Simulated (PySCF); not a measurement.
H₂Pb₂, SMILES [PbH]#[PbH].

Coordinates come from a PBE0-D3(BJ)/def2-TZVP optimisation. The def2 effective core potentials stand for the cores of Pb; spin–orbit coupling is left out.

Computed with PBE/def2-TZVPD (PySCF).

Computed frontier levels, gap, dipole moment and polarisability:
```yaml
highest_occupied_level: -4.13 eV
lowest_empty_level: -2.56 eV
orbital_gap: 1.57 eV
dipole_moment: 1.26 D
quadrupole, principal values (traceless, Buckingham form, about the centre of nuclear charge): -4.10, 1.99, 2.11 D·Å
mean_static_polarisability: 119.9 bohr³ (17.76 Å³)
polarisability_principal_values: 81.2, 97.1, 181.3 bohr³
```
